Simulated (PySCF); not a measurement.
BiF2HTe, SMILES [F][Bi]([F])[TeH].

Coordinates come from a B3LYP-D3(BJ)/def2-SVP optimisation. The def2 effective core potentials stand for the cores of Bi, Te; spin–orbit coupling is left out.

These are TDA-ωB97X/def2-SVPD in PySCF values and carry that method's errors.

Vertical excitations. Isolated molecule, no solvent.

```
state  energy (eV)  λ (nm)      f                                               main pairs
-----  -----------  ------  -----  -------------------------------------------------------
S1            3.57     347  0.001                                           HOMO→LUMO 89 %
S2            4.44     279  0.002                       HOMO→LUMO+1 78 %, HOMO−1→LUMO 14 %
S3            4.69     264  0.006                                         HOMO→LUMO+2 84 %
S4            4.81     258  0.004                     HOMO−1→LUMO+1 61 %, HOMO→LUMO+3 23 %
S5            4.95     251  0.016                     HOMO→LUMO+3 61 %, HOMO−1→LUMO+1 23 %
S6            5.14     241  0.012                                       HOMO−1→LUMO+2 92 %
S7            6.10     203  0.485  HOMO−1→LUMO+3 43 %, HOMO−1→LUMO 26 %, HOMO−1→LUMO+1 7 %
S8            6.45     192  0.964                     HOMO−1→LUMO+3 46 %, HOMO−1→LUMO 27 %
S9            7.00     177  0.217                                         HOMO→LUMO+4 71 %
S10           7.29     170  0.024                       HOMO−2→LUMO 70 %, HOMO→LUMO+6 11 %
T1            3.18     389      0                                           HOMO→LUMO 87 %
T2            3.79     327      0                                         HOMO−1→LUMO 93 %
T3            4.25     291      0                                         HOMO→LUMO+1 62 %
T4            4.35     285      0                       HOMO→LUMO+3 64 %, HOMO→LUMO+1 14 %
```
Triplets are in the Tamm–Dancoff approximation.
